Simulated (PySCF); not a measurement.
Species: 6-methyltetralin, C₁₁H₁₄.
SMILES: `CC1=CC2=C(C=C1)CCCC2`

The closed-shell ground state was solved at several levels (PySCF, density fitting, gas phase, non-relativistic). Geometry: PBE0-D3(BJ)/def2-SVP, one conformer, isolated molecule.

```csv
level,basis functions,total energy (Eh),HOMO (eV),LUMO (eV),gap (eV),dipole (D)
wB97X-D/pcSseg-1,257,-427.4176,-8.24,1.62,9.86,0.41
PBE0/def2-SVPD,332,-426.8262,-6.49,-0.16,6.33,0.46
PBE0/pcSseg-1,257,-427.0501,-6.51,-0.10,6.41,0.41
```

Problem. What might B3LYP/pcJ-1 (437 basis functions) give for the same quantities?

Solution. Total energy -427.6450 Eh, HOMO -6.28 eV, LUMO -0.27 eV, gap 6.01 eV, dipole 0.40 D.

Problem. Over all these levels, which gives the widest orbital gap and which the narrowest?

Solution. wB97X-D/pcSseg-1 (range-separated hybrid) has the widest, 9.86 eV, and B3LYP/pcJ-1 (global hybrid, 20 % exact exchange) the narrowest, 6.01 eV. Functional and basis both differ between the two, so the spread mixes both effects.

Problem. How far do the dipole and the HOMO energy spread over the levels?

Solution. The dipole runs from 0.40 to 0.46 D (mean 0.42 D) and the HOMO from -8.24 to -6.28 eV.

wB97X-D is run here without its empirical dispersion term; that term would change no orbital, density or response property at a fixed geometry.
